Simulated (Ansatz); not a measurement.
Reaction (substitution at a C–Si bond): `C=C(F)[SiH2]O` + H₂Se → `C=C(F)[SeH]` + `O[SiH3]`

Program: Ansatz. Geometries: PBE0-D4/def2-TZVP. ΔE: electronic, gas phase. CBS: MP2 limit from def2 TZ/QZ plus the TZ coupled-cluster correction, frozen cores. DFT in def2-TZVPP. B3LYP here is the variant with VWN-RPA as its local correlation; programs differ in this. For Se outer-core shells are correlated without core-valence functions, which leaves a few kJ/mol of doubt a bond. Scalar relativity is left out up to krypton. One conformer a species, not always the lowest.

`C=C(F)[SiH2]O`:

Z-matrix (Å, degrees):
```
Si
O 1 1.644
C 1 1.878 2 109.9
H 1 1.480 2 106.7 3 -119.4
H 1 1.487 2 112.2 3 119.7
H 2 0.958 1 117.7 3 -75.1
F 3 1.355 1 113.9 2 172.9
C 3 1.323 1 126.7 2 -6.8
H 8 1.082 3 119.1 1 -1.2
H 8 1.084 3 122.0 1 179.6
```

H₂Se:

```xyz
3

Se   -0.359    0.067   -0.579
H    -0.608   -0.578    0.715
H     0.967    0.512   -0.136
```

`C=C(F)[SeH]`:

Cartesian coordinates in Å:
```
C -0.821 0.453 0.694
C 0.078 0.178 -0.234
F -0.012 0.704 -1.459
Se 1.643 -0.858 0.052
H -1.623 1.151 0.487
H -0.762 -0.017 1.664
H 1.497 -1.611 -1.203
```

`O[SiH3]`:

Cartesian coordinates in Å:
```
O -0.227 1.235 -0.257
Si 0.191 -0.300 0.174
H -0.959 1.346 -0.864
H -0.932 -1.005 0.852
H 1.335 -0.164 1.103
H 0.592 -1.112 -1.008
```

| level | ΔE (kJ/mol) | difference from CCSD(T)/CBS |
| --- | --- | --- |
| PBE-D4 | 40.6 | -5.6 |
| r2SCAN-D4 | 44.1 | -2.1 |
| PBE0-D4 | 44.0 | -2.2 |
| B3LYP-D4 | 45.3 | -0.9 |
| ωB97X-V | 45.5 | -0.7 |
| ωB97M-V | 47.4 | 1.2 |
| B2PLYP | 43.3 | -2.9 |
| PBE | 39.6 | -6.6 |
| r2SCAN | 43.6 | -2.6 |
| PBE0 | 43.0 | -3.2 |
| B3LYP | 43.9 | -2.3 |
| HF/def2-TZVPP | 50.9 | 4.7 |
| MP2/def2-TZVPP | 39.0 | -7.2 |
| SCS-MP2/def2-TZVPP | 39.4 | -6.8 |
| CCSD/def2-TZVPP | 45.7 | -0.5 |
| CCSD(T)/def2-TZVPP | 43.9 | -2.3 |
| HF/def2-QZVPP | 50.9 | 4.7 |
| MP2/def2-QZVPP | 40.4 | -5.8 |
| SCS-MP2/def2-QZVPP | 40.9 | -5.3 |
| HF/CBS(def2) | 50.9 | 4.7 |
| MP2/CBS(def2) | 41.4 | -4.8 |
| CCSD/CBS(def2) | 48.1 | 1.9 |
| CCSD(T)/CBS | 46.2 | 0 |

Largest T1 diagnostic among the species: 0.012.

From PBE to PBE0 (25 % exact exchange), in def2-TZVPP and without D4, ΔE moves by +3.4 kJ/mol. In def2-TZVPP, CCSD(T) changes the Hartree–Fock value by −7.0 kJ/mol (the triples alone add −1.8 kJ/mol) and MP2 by −11.9 kJ/mol.
